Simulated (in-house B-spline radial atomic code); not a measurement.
How numerical settings move a run on Mn II (Mn+), [Ar] 3d5 4s1. Computed with an all-electron radial atomic-structure program (B-spline basis): Dirac-Kohn-Sham BLYP, spherical fractional occupations, Fermi nucleus of rms radius 3.7057 fm.

Command:
```bash
python run_scf.py task.json out
```
Settings of the sound reference run:
```
Z                25
electrons        24
configuration    [Ar] 3d5 4s1
hamiltonian      dirac
method           b88,lyp
spin_polarised   False
nucleus          fermi
rms_radius       3.7057
mass_number      55
atomic_mass      54.93804
speed_of_light   137.036
knot_spacing     0.22
spline_order     8
gauss_points     12
box_radius       35.29
max_iterations   70
damping          0.5
damped_steps     3
diis_vectors     10
tolerance        1e-08
start            Thomas-Fermi
```

Run time, properties included: 1.4 s on 1 thread of Intel(R) Xeon(R) Platinum 8375C CPU @ 2.90GHz, on a shared host.

It converges in 10 iterations to -1158.314188 hartree, with 4s1/2 at -11.947 eV. The other runs change the listed settings, some to values that make no sense; their results aren't properties of the atom or ion. Radii are in bohr (the nuclear one in fm), a minus after a letter asks for a j subshell, and «unchanged» means within 1e-8 hartree. The run stops when the residual is below 10 × tolerance × max(1, Z/10), or a noise floor if that is larger, and the energy moves by less than 1e-8 × √|E| hartree; so very loose and very tight tolerances often act alike.

```tsv
changed settings	outcome
method = revtpss,revtpss	stopped with error: meta-GGAs are not served with the Dirac Hamiltonian
spline_order = 5, max_iterations = 60, damping = 0.95, damped_steps = 0, tolerance = 1e-05	converged in 8 iterations, energy +1.10e-05 hartree from the reference, 4s1/2 level +4.3e-07 eV
first_knot = 0.12, max_iterations = 75, damping = 0.2, tolerance = 1e-10, start = bare nucleus	stopped with error: index 0 is out of bounds for axis 0 with size 0
electrons = 27, configuration = [Ar] 3d5 4s1 5s3, max_iterations = 75	stopped with error: shell 5s holds at most 2 electrons
damped_steps = 30	converged in 19 iterations, energy unchanged, 4s1/2 level +2.1e-06 eV
tolerance = 1e-13	converged in 10 iterations, energy unchanged
box_radius = 141.16, first_knot = 0.0004, max_iterations = 75, start = bare nucleus	converged in 10 iterations, energy +1.25e-04 hartree from the reference, 4s1/2 level +4.3e-06 eV
gauss_points = 3	converged in 9 iterations, energy +4.29e-05 hartree from the reference, 4s1/2 level +2.0e-05 eV
damped_steps = 8	converged in 14 iterations, energy unchanged, 4s1/2 level +1.6e-06 eV
spline_order = 4, max_iterations = 75, damped_steps = 1, start = bare nucleus	converged in 10 iterations, energy +3.80e-04 hartree from the reference, 4s1/2 level +7.7e-05 eV
```

(1) What happens with damped_steps = 1?

(2) What happens with tolerance = 1e-06?

(3) What happens with electrons = 32, configuration = [Ar] 3d5 4s1 6s2 6p6, max_iterations = 100?

(4) What happens with damped_steps = 0?

Results:

(1) Converged in 10 iterations, energy unchanged, 4s1/2 level +6.3e-07 eV.

(2) Converged in 9 iterations, energy unchanged, 4s1/2 level +2.7e-05 eV.

(3) Converged in 21 iterations to -1157.4861 hartree, a different physical problem (warning: 6s1/2 has a positive eigenvalue: unbound, held by the box).

(4) Converged in 8 iterations, energy unchanged, 4s1/2 level -2.3e-06 eV.
